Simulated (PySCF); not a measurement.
Compound: C7H11N3.
SMILES: `C=Cc1cnn(CCC)n1`

Torsions of this conformer, `[CH2:1]=[CH:2][c:3]1[cH:4][n:5][n:6]([CH2:7][CH2:8][CH3:9])[n:10]1`: C1–C2–C3–C4 179°, N5–N6–C7–C8 -76°, N6–C7–C8–C9 -63°.

The closed-shell ground state was solved at several levels (PySCF, density fitting, gas phase, non-relativistic). Isolated species at its PBE0-D3(BJ)/def2-SVP geometry (one conformer only).

| level | basis functions | HOMO (eV) | LUMO (eV) | gap (eV) | dipole (D) |
| --- | --- | --- | --- | --- | --- |
| PBE0/pcSseg-1 | 225 | -6.71 | -0.79 | 5.92 | 0.77 |
| B3LYP/pcSseg-1 | 225 | -6.49 | -1.00 | 5.49 | 0.74 |

Task: Estimate the row for PBE0/def2-SVPD, a basis of 288 functions; the other rows only guide the guess.

Result: HOMO -6.73 eV, LUMO -0.88 eV, gap 5.85 eV, dipole 0.77 D.

Task: Over all these levels, which gives the widest orbital gap and which the narrowest?

Result: PBE0/pcSseg-1 (global hybrid, 25 % exact exchange) has the widest, 5.92 eV, and B3LYP/pcSseg-1 (global hybrid, 20 % exact exchange) the narrowest, 5.49 eV. The two share the basis. From the narrowest to the widest the HOMO moves by -0.22 eV and the LUMO by +0.21 eV.

Task: How far do the dipole and the HOMO energy spread over the levels?

Result: The dipole runs from 0.74 to 0.77 D (mean 0.76 D) and the HOMO from -6.73 to -6.49 eV.
